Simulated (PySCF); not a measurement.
Work out the structure from these simulated measurements.

Formula: C2H2N2Si.

* XPS: Si2p3/2 109.3, C1s 292.7 (×2), N1s 406.2 (×2), Si1s 1849.3 eV [ΔSCF SCAN, pcX-2 on the ionised atom, pcseg-1 elsewhere, spin-free X2C, 2p3/2 from a spin–orbit splitting computed afterwards within the 2p shell]
* Polarisability: 54.4 au [CAM-B3LYP/def2-SVPD]
* 1H NMR: chemical shifts (computed TMS as zero) by class: 4.62 (2 H) ppm [GIAO KT2/pcSseg-1]
* Valence photoelectron: vertical ionisation energy: 12.74 eV [ΔSCF CAM-B3LYP/def2-SVPD]
* Dipole: 3.84 D [CAM-B3LYP/def2-SVPD]
* 13C NMR: chemical shifts (computed TMS as zero) by class: 103.2 (2 C) ppm [GIAO KT2/pcSseg-1]
* Rotational structure: rotational constants A, B, C: 9.334, 2.284, 1.877 GHz [PBE0-D3(BJ)/def2-SVP]
* NMR, other nuclei: isotropic shieldings of nuclei other than C and H, by class: -93 (2 N), 466 (1 Si) ppm [GIAO KT2/pcSseg-1]

Gas-phase values; electronic properties from PySCF, density fitting. Levels stand in brackets. Geometry: PBE0-D3(BJ)/def2-SVP; no solvent, vibrations or thermal averaging. NMR values are class means; diastereotopic atoms form classes of their own.

Question: What is the compound? Reason from the data.

Answer: 2 carbons fall into 1 class: carbon bonded to N and Si (103.2 ppm, 2 C). All hydrogens form one class (4.62 ppm): hydrogen on silicon. The other shieldings belong to: -93 ppm, nitrogen bonded to C; 466 ppm, silicon bonded to 2 C and 2 H. The core levels belong to: Si2p3/2 109.3 eV, silicon bonded to 2 C and 2 H; C1s 292.7 eV, carbon bonded to N and Si; N1s 406.2 eV, nitrogen bonded to C; Si1s 1849.3 eV, silicon bonded to 2 C and 2 H. The hole state at 292.7 eV has ⟨S²⟩ = 0.83 against 0.75, so that value is less sure. The hole state at 406.2 eV has ⟨S²⟩ = 0.83 against 0.75, so that value is less sure. The optimised geometry has point group C2v and is an asymmetric top. Structure: Si(CN)2H2 (`N#C[SiH2]C#N`). The assignments are read from this structure; whether some other isomer fits the data as well wasn't checked.
